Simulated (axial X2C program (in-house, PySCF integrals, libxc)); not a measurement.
## Bond lengths and stretching modes, held linear, of NGeO²⁺

Calculated with an axial X2C code built on PySCF integrals: two-component X2C with atomic mean-field Coulomb and Gaunt terms, Gaussian nuclei, basis N dyall-av3z, Ge dyall-v3z, O dyall-av3z with contracted cores. Spin-free rows use the one-electron spin-free X2C Hamiltonian.

Masses N 14.003, Ge 73.921, O 15.995 u. States: 2c Ω = 1/2 (beyond evenly filled blocks: ω = 1/2); spin-free M_S = 1/2, Λ = 1 (beyond evenly filled blocks: π+α).

PBE0, 2c: energies above the lowest point

```json
{"r(N–Ge) (Å)": "2.0173", "r(Ge–O) (Å)": "1.7248", "E (meV)": "16.54"}
{"r(N–Ge) (Å)": "2.0173", "r(Ge–O) (Å)": "1.7690", "E (meV)": "5.55"}
{"r(N–Ge) (Å)": "2.0173", "r(Ge–O) (Å)": "1.8132", "E (meV)": "30.41"}
{"r(N–Ge) (Å)": "2.0690", "r(Ge–O) (Å)": "1.7248", "E (meV)": "16.63"}
{"r(N–Ge) (Å)": "2.0690", "r(Ge–O) (Å)": "1.7690", "E (meV)": "0.00"}
{"r(N–Ge) (Å)": "2.0690", "r(Ge–O) (Å)": "1.8132", "E (meV)": "18.72"}
{"r(N–Ge) (Å)": "2.0690", "r(Ge–O) (Å)": "1.8575", "E (meV)": "60.34"}
{"r(N–Ge) (Å)": "2.1207", "r(Ge–O) (Å)": "1.7248", "E (meV)": "27.45"}
{"r(N–Ge) (Å)": "2.1207", "r(Ge–O) (Å)": "1.7690", "E (meV)": "5.44"}
{"r(N–Ge) (Å)": "2.1207", "r(Ge–O) (Å)": "1.8132", "E (meV)": "18.48"}
{"r(N–Ge) (Å)": "2.1724", "r(Ge–O) (Å)": "1.7690", "E (meV)": "18.68"}
{"r(N–Ge) (Å)": "2.1724", "r(Ge–O) (Å)": "1.8575", "E (meV)": "57.40"}
```

**Question.** Fit a quadratic surface with cubic terms in each bond: where is the minimum, and what are the two stretching wavenumbers?

**Answer.** At PBE0, 2c: bonds 2.065 and 1.764 Å; harmonic stretches 285.3 and 652.1 cm⁻¹; force constants 0.683, 3.02 and coupling -0.39 mdyn/Å.

The other levels and Hamiltonians give:

```csv
Hamiltonian,level,r(N–Ge) (Å),r(Ge–O) (Å),lower stretch (cm⁻¹),upper stretch (cm⁻¹)
2c,r2SCAN,2.065,1.763,304.5,661.9
spin-free,PBE0,2.064,1.765,284.8,651.0
spin-free,r2SCAN,2.064,1.763,304.8,661.8
```

Each state is one determinant, the lowest of a limited PBE0 search; the stretches come from a fit to these few points and carry an uncertainty of a few per cent. Other orders of the atoms were not compared. Left out for rough or failed fits: HF 2c, MP2 2c, HF spin-free, MP2 spin-free. A multiply charged ion may be only metastable. The molecule was held linear; bending was not examined, so a bent shape may lie lower. Note: functional without a current term on a determinant with orbital currents, of the molecule or an atom.
